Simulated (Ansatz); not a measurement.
`[SiH3]BS[SiH3]` + CH₃OH → `COB[SiH3]` + `[SiH3]S` at 298.15 K and 1 bar (ligand exchange at a B–S bond).

Isolated molecules relaxed with PBE0-D4/def2-TZVP in Ansatz; ΔE leaves out vibrations. CCSD(T)/CBS adds triple-zeta CCSD(T) − MP2 to the extrapolated MP2 energy (def2 sets, frozen cores). This one scheme is used for every species. Each species was taken in one conformer, which may not be the lowest.

```csv
species,CCSD(T)/CBS energy (Eh),H − E (kJ/mol),S (J/(mol·K))
`[SiH3]BS[SiH3]`,-1004.95639,191.8,370.2
CH₃OH,-115.61712,146.3,238.2
`COB[SiH3]`,-431.31805,229.8,333.5
`[SiH3]S`,-689.27336,102.7,272.7
```

H − E and S are ideal-gas, rigid-rotor, harmonic terms from PBE0-D4/def2-TZVP, for one conformer and one mirror image of each species. 1 Eh = 2625.50 kJ/mol, R = 8.31446 J/(mol·K).

By hand: ΔE, ΔH, ΔS and ΔG.

ΔE = (-431.31805) + (-689.27336) − (-1004.95639) − (-115.61712) = -0.01790 Eh = -47.0 kJ/mol. Δ(H − E) = 229.8 + 102.7 − 191.8 − 146.3 = -5.6, so ΔH = -52.6 kJ/mol. ΔS = 333.5 + 272.7 − 370.2 − 238.2 = -2.2 J/(mol·K). ΔG = -52.6 − 298.15 × (-2.2)/1000 = -51.9 kJ/mol.

By hand: the equilibrium constant, and the temperature at which ΔG would vanish if ΔH and ΔS stayed fixed.

log₁₀ K = −ΔG/(RT ln 10) = 9.1. ΔG = 0 at ΔH/ΔS = 23909 K, far beyond where these terms or the molecules hold.

The number of gas molecules stays the same, so ΔS is small and ΔH decides. A doubt of 5 kJ/mol in ΔE shifts log₁₀ K by 0.9 here. Other conformers and mirror images would add mixing entropy, several J/(mol·K) or more a flexible species. These are equilibria of isolated gas molecules and say nothing of rates. Largest T1 diagnostic: 0.015 (customary marks: 0.02 for closed shells, 0.045 for open ones).
